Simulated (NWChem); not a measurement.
**Lowest excitation of MoO3**

```xyz
4

Mo     0.1438     0.1374     0.0000
O      0.3055    -0.8237     1.3971
O      0.3055    -0.8237    -1.3971
O     -1.3661     0.9260     0.0000
```
Charge 0, spin multiplicity 1.

All runs are NWChem calculations. The geometry was optimised at B3LYP/def2-SVP with def2 effective core potentials on Mo, a minimum by its harmonic frequencies.

Basis set: def2-SVP.

```csv
method,lowest vertical singlet excitation energy (eV),relative cost,difference from EOM-CCSD
TD-PBE,1.96,1,-0.11
CIS,4.13,under 3,+2.06
TD-B3LYP,2.28,under 3,+0.21
TD-BHandHLYP,2.96,under 3,+0.89
EOM-CCSD,2.07,4,0.00
```

The values span 2.18 eV, from TD-PBE (lowest) to CIS (highest). Relative cost: rough, from shared machines, SCF included, TD-PBE = 1.

Effective core potentials replace the inner electrons of Mo; spin-orbit coupling is left out. The correlated methods keep 3 core orbitals frozen. B3LYP has NWChem's definition, with VWN1-RPA local correlation. The structure started from a generated list of species. Differences from the coupled-cluster row are differences between methods, not errors against experiment.
